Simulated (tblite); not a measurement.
Isomers of C7H7OS (doublet state). All values are computed: GFN2-xTB (tblite) harmonic vibrations without scaling, gas phase. Errors from tens to a few hundred cm⁻¹ against measured bands are possible. Modes of hydrogen on sulfur can be 10 to 20 % off. One conformer each. Open shells enter through the occupations alone, without spin polarisation, and single modes of such species can be off by tens of per cent.

Electronic energies: GFN2-xTB at the same geometries; isomer energies are rough at this level and their order can be wrong.

```json
{"SMILES": "COc1[c]cccc1S", "electronic energy, lowest = 0 (kcal/mol)": "42.4"}
{"SMILES": "COc1ccc([S])cc1", "electronic energy, lowest = 0 (kcal/mol)": "0.0"}
{"SMILES": "COc1c[c]ccc1S", "electronic energy, lowest = 0 (kcal/mol)": "44.3"}
{"SMILES": "CSc1ccc([O])cc1", "electronic energy, lowest = 0 (kcal/mol)": "14.9"}
{"SMILES": "CSc1cccc([O])c1", "electronic energy, lowest = 0 (kcal/mol)": "20.0"}
{"SMILES": "OCc1ccccc1[S]", "electronic energy, lowest = 0 (kcal/mol)": "5.8"}
{"SMILES": "CC#C[C]1CC=C[S@@]1=O", "electronic energy, lowest = 0 (kcal/mol)": "71.7"}
```

**Question.** How do GFN2-xTB zero-point energies change the relative energies?

**Answer.** 
```csv
SMILES,ZPE (kcal/mol),of it from modes above 1550 cm⁻¹,electronic (kcal/mol),"with ZPE, lowest = 0 (kcal/mol)",lowest mode (cm⁻¹),rings
COc1ccc([S])cc1,74.7,32.7,0.0,0.0,74,1
OCc1ccccc1[S],74.7,33.2,5.8,5.8,68,1
CSc1ccc([O])cc1,73.5,35.2,14.9,13.7,50,1
CSc1cccc([O])c1,73.1,33.0,20.0,18.4,50,1
COc1[c]cccc1S,71.6,31.8,42.4,39.3,77,1
COc1c[c]ccc1S,71.8,31.8,44.3,41.4,77,1
CC#C[C]1CC=C[S@@]1=O,71.5,35.5,71.7,68.5,19,1
```

The zero-point energies span 3.2 kcal/mol, from `CC#C[C]1CC=C[S@@]1=O` to `COc1ccc([S])cc1`. The order is unchanged.

**Question.** What do entropy and thermal enthalpy add at 298.15 K and 1 bar (rigid rotor, harmonic oscillator, one conformer each)?

**Answer.** 
```tsv
SMILES	point group	symmetry number	S (cal/(mol K))	H − H(0) (kcal/mol)	ZPE + H − H(0) − TS (kcal/mol)
COc1ccc([S])cc1	Cs	1	91.7	5.87	53.2
OCc1ccccc1[S]	C1	1	92.0	5.86	53.1
CSc1ccc([O])cc1	Cs	1	94.3	6.14	51.5
CSc1cccc([O])c1	Cs	1	94.5	6.18	51.1
COc1[c]cccc1S	Cs	1	95.8	6.43	49.5
COc1c[c]ccc1S	Cs	1	94.2	6.29	50.0
```

S holds R ln(2S + 1) for the spin.

Not tabulated: `CC#C[C]1CC=C[S@@]1=O` (lowest mode only 19 cm⁻¹).
